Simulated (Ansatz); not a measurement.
`[OH][Sb]([F])[SiH3]` + SiH₄ → `[F][Sb]([SiH3])[SiH3]` + H₂O at 600 K and 1 bar (formal exchange of groups at the Sb–O bond).

Calculated with Ansatz (gas phase, PBE0-D4/def2-TZVP geometries, no zero-point term in ΔE). CCSD(T)/CBS is the MP2 limit (def2-TZVPP, def2-QZVPP) plus CCSD(T) − MP2 in def2-TZVPP, frozen cores. This one scheme is used for every species. Elements past krypton have def2 core potentials. For Sb outer-core shells are correlated without core-valence functions, which leaves a few kJ/mol of doubt a bond. Each species was taken in one conformer, which may not be the lowest.

| species | CCSD(T)/CBS energy (Eh) | H − E (kJ/mol) | S (J/(mol·K)) |
| --- | --- | --- | --- |
| `[OH][Sb]([F])[SiH3]` | -706.50690 | 163.7 | 447.8 |
| SiH₄ | -291.46306 | 108.7 | 242.3 |
| `[F][Sb]([SiH3])[SiH3]` | -921.59420 | 204.9 | 504.8 |
| H₂O | -76.37941 | 76.8 | 212.8 |

H − E and S are ideal-gas, rigid-rotor, harmonic terms from PBE0-D4/def2-TZVP, for one conformer and one mirror image of each species. 1 Eh = 2625.50 kJ/mol, R = 8.31446 J/(mol·K).

Q: By hand: ΔE, ΔH, ΔS and ΔG.

A: ΔE = (-921.59420) + (-76.37941) − (-706.50690) − (-291.46306) = -0.00365 Eh = -9.6 kJ/mol. Δ(H − E) = 204.9 + 76.8 − 163.7 − 108.7 = 9.3, so ΔH = -0.3 kJ/mol. ΔS = 504.8 + 212.8 − 447.8 − 242.3 = 27.5 J/(mol·K). ΔG = -0.3 − 600 × (27.5)/1000 = -16.8 kJ/mol.

Q: By hand: the equilibrium constant, and the temperature at which ΔG would vanish if ΔH and ΔS stayed fixed.

A: log₁₀ K = −ΔG/(RT ln 10) = 1.5. ΔH and −TΔS have one sign here, so there is no such temperature. One of them is within its doubt of zero, so this could turn.

TΔS isn't small against ΔH here. A doubt of 5 kJ/mol in ΔE shifts log₁₀ K by 0.4 here. Other conformers and mirror images would add mixing entropy, several J/(mol·K) or more a flexible species. Modes under 60 cm⁻¹, often nearly free rotors, make the harmonic entropy too high. These are equilibria of isolated gas molecules and say nothing of rates. Largest T1 diagnostic: 0.015 (customary marks: 0.02 for closed shells, 0.045 for open ones).
